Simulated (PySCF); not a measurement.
Dipole response of Se⁻ (selenium, charge -1)

[Ar] 3d10 4s2 4p5, 2P determinant. All numbers are calculated (PySCF 2.14, the spin-free X2C one-electron Hamiltonian (Gaussian nucleus), in aug-cc-pVDZ-DK). Coupled (time-dependent) response in atomic units; α is the mean over directions. A double-zeta set is small for polarisabilities.

```csv
method,mean α (bohr³),"α xx, yy, zz",C₆ (like pair),S(−4)
UHF,42.87,"33.63, 47.49, 47.49",479.0,558.2
wB97X,44.93,"34.70, 50.04, 50.04",497.6,702.0
```

S(−4) is the Cauchy moment in α(ω) = α(0) + S(−4) ω² + …

Spin-orbit coupling is absent.

α(iu) at wB97X:

| u (hartree) | α(iu) (bohr³) |
| --- | --- |
| 0 | 44.93 |
| 0.0500 | 43.29 |
| 0.100 | 39.43 |
| 0.200 | 30.92 |
| 0.300 | 24.15 |
| 0.500 | 15.13 |
| 0.750 | 9.025 |
| 1.00 | 5.834 |
| 1.50 | 2.939 |
| 2.00 | 1.748 |
| 3.00 | 0.8171 |
| 5.00 | 0.3053 |

A single London oscillator, α(iu) = α/(1 + u²/ω²), gives C₆ = (3/4) ω α². Matching the computed C₆ needs ω = 4 × 497.6 / (3 × 44.93²) = 0.329 hartree.

For an ion, C₆ is the dispersion term alone; charge-induced terms of lower order in 1/R come first.

The components differ because the open shell of this determinant is not spherical; for a pure term their mean is the scalar polarisability.
